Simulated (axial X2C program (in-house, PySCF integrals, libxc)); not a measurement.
## LiTe: from the spin-free to the two-component result

All values were computed with an axial X2C code built on PySCF integrals. Spin-free means the one-electron spin-free X2C Hamiltonian; two-component (2c) means X2C with spin–orbit coupling and atomic mean-field two-electron Coulomb and Gaunt terms, so the difference of the two also holds small scalar two-electron terms. Basis: Te dyall-cv3z [11s12p8d4f1g], Li dyall-cv3z [7s8p2d] (cores contracted in-house); Gaussian nuclei, density fitting, unrestricted open shells. Masses: Te 129.906 u, Li 7.016 u.

Spin-free state: M_S = 1/2, Λ = 1 (beyond evenly filled blocks: π+α, π+β, π-α); fragments Te + Li.

```
  level  Re (Å)  ωe (cm⁻¹)  De (eV)  μ (D)
   PBE0   2.484      457.7    2.537   6.95
     HF   2.514      454.7    1.537   7.55
    MP2   2.517      448.8    2.401    n/a
   CCSD   2.515      449.4    2.413    n/a
CCSD(T)   2.517      447.1    2.473    n/a
   TPSS   2.498      446.5    2.585   6.84
```

Correlated methods: 7 electrons correlated (number of frozen shells: Te 4 s, 3 p, 2 d; Li 1 s), 221 virtual spin orbitals or spinors in MP2, 78 natural virtuals in coupled cluster.

Dipoles are positive if Li is the positive end.

(1) Within this multiplet, which Ω should lie lowest by the rule for regular and inverted multiplets?

Two-component determinant lowest at the distance of the search:

Ω = 3/2 (⟨Sz⟩ = 0.50, ⟨Lz⟩ = 1.00 at HF); fragments Te + Li.

```
  level  Re (Å)  ωe (cm⁻¹)  De (eV)  μ (D)
   PBE0   2.488      454.3    2.486   6.94
     HF   2.518      451.7      n/a   7.54
    MP2   2.520      446.1    2.307    n/a
   CCSD   2.518      445.4    2.316    n/a
CCSD(T)   2.521      443.5    2.372    n/a
   TPSS   2.502      443.0    2.594   6.82
```

(2) From the two tables, how do the constants change at the CCSD(T) level (2c against spin-free)?

One determinant describes the state; a PBE0 search over occupations chose it and may have missed a lower one. De is counted from the lowest determinant-based energies of the atoms at the same level, without counterpoise correction. De is not given where an atomic determinant may have missed its ground term or J level, or where the truncated virtual space spoils (T). Density functionals use the spin component along the axis (collinear). CCSD and (T) use frozen natural virtuals with an MP2 correction for the truncation; (T) itself is uncorrected, so its De runs slightly low. Without a current term, density functionals place determinants with orbital angular momentum somewhat too high. With the outer-core shells frozen, correlated bond lengths of heavy atoms tend to come out a few hundredths of an ångström too long.

Answers

(1) The open π shell holds three electrons, one hole, so the multiplet is inverted: Ω = Λ + 1/2 = 3/2. The PBE0 2c search agrees.

(2) At the CCSD(T) level Re increases by 0.004 Å and ωe decreases by 3.6 cm⁻¹; De changes by -0.101 eV.
